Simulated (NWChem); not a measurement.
Molecule: C₂H₃Cl₃; SMILES CC(Cl)(Cl)Cl

Computed with NWChem. Medium grid unless said otherwise, to which SCAN and Minnesota functionals are sensitive. Coordinates come from a PBE0/def2-SVP optimisation. Hybrids' shares of exact exchange are those that their runs print; pure functionals count as 0. The functionals differ in more than this share.

| row | share of exact exchange | highest occupied level (eV) |
|---|---|---|
| LDA (Slater exchange, VWN5)/def2-TZVPD | 0.00 | -7.44 |
| PBE/def2-TZVPD | 0.00 | -7.32 |
| B3LYP/def2-TZVPD | 0.20 | -8.46 |
| PBE0/def2-TZVPD | 0.25 | -8.73 |
| M06-2X/def2-TZVPD | 0.54 | -10.11 |
| Hartree-Fock/def2-TZVPD | 1.00 | withheld |

Fit a straight line of the last column on the one before it, predict the withheld value, and compare with the run.


1. Means of the 5 shown rows: x = 0.198, y = -8.412. Slope Σ(x − x̄)(y − ȳ)/Σ(x − x̄)² = -1.006/0.1981 = -5.079; intercept -7.406.
2. The shown rows scatter about the line by 0.054 (root mean square); the largest residual is +0.09, at PBE/def2-TZVPD.
3. At x = 1.00 (Hartree-Fock/def2-TZVPD; beyond the shown range) the line gives -12.48.
4. The run gives -12.10, +0.38 from the line, 7.1 times the scatter.
